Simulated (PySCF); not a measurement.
Coordinates in bohr (charge 0 multiplicity 1):
```
C     0.0000    0.0000    0.0000
Br   -2.1356   -2.1356    2.1356
Br   -2.1356    2.1356   -2.1356
Br    2.1356    2.1356    2.1356
Br    2.1356   -2.1356   -2.1356
```

Computed with PBE in PySCF with C def2-SVP, Br def2-SVP; no relativity; density-fitted integrals.

This geometry of CBr₄ is a stationary point at this level.

(1) What is the point group?

(2) Is it a minimum?

(3) List the harmonic modes with their infrared intensities.

(4) What are the dipole moment and the gap between the highest occupied and lowest empty levels?

Results:

(1) Td.

(2) Yes: all harmonic wavenumbers are real.

(3) 
| symmetry | ω (cm⁻¹) | IR (km/mol, summed over degenerate members) |
| --- | --- | --- |
| e | 121 | 0.0 |
| t2 | 179 | 1.0 |
| a1 | 264 | 0.0 |
| t2 | 620 | 396 |

(4) 0.00 D and 3.41 eV.
